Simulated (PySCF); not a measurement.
BHBr2, SMILES BrBBr.

Geometry: PBE-D3(BJ)/def2-TZVP.

Computed with M06-2X/def2-TZVPD run with PySCF.

Symmetry labels are those of the subgroup C2v that the program uses (full group C2v).

Problem. List the valence orbital energies around the gap with their symmetry. (The exact figures need the calculation; the answer reports its results.)

Solution. 
```csv
orbital,symmetry,energy (eV)
HOMO−7,B2,-23.74
HOMO−6,A1,-15.96
HOMO−5,A1,-13.07
HOMO−4,B2,-12.46
HOMO−3,B1,-11.26
HOMO−2,A2,-10.07
HOMO−1,A1,-9.91
HOMO,B2,-9.75
LUMO,B1,-1.24
LUMO+1,A1,0.03
LUMO+2,B2,0.47
LUMO+3,A1,0.53
```
